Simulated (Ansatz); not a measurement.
System: sum formula H7SiN3O (charge 0, singlet). 
Structure (B3LYP-D3(BJ)/def2-TZVP (Ansatz, a quantum-chemistry and plane-wave program) minimum search):
SMILES: N[Si](N)(N)O
```xyz
12

N     -0.8475     1.3838    -0.5632
Si    -0.0011     0.0044    -0.0139
N     -1.1967    -1.1833     0.2732
N      0.9196    -0.0129     1.4433
O      1.1050    -0.1937    -1.2296
H     -1.6142     1.7785    -0.0458
H     -0.3994     2.0570    -1.1619
H     -0.9787    -2.0404     0.7541
H     -1.9672    -1.2921    -0.3655
H      1.7672     0.5298     1.5030
H      0.4419    -0.0250     2.3311
H      1.7983    -0.8347    -1.0569
```
Charge 0, spin multiplicity 1.

Quantity: vertical ionisation energy (to the doublet state of charge +1; each state is the SCF solution reached for its spin; the UHF <S^2> is 0.86 for the doublet (pure: 0.75); for the doublet the Hartree-Fock reference is unstable and T1 is 0.025), in eV. Correlated levels leave the core frozen unless marked. Open shells are spin-unrestricted. No spin-orbit coupling. Non-relativistic.  The program attaches cautions to a run behind CCSD(T)/aug-cc-pV(T+d)Z: other roots.

```csv
level,program,vertical ionisation energy (eV)
HF/aug-cc-pV(Q+d)Z,Ansatz,8.28
PBE/def2-TZVPD,Ansatz,8.47
CAM-B3LYP/def2-TZVPD,Ansatz,9.25
B2PLYP/def2-TZVPD,Ansatz,9.14
RI-MP2/aug-cc-pV(Q+d)Z,Ansatz,9.88
CCSD(T)/aug-cc-pV(T+d)Z,Ansatz,9.39
```
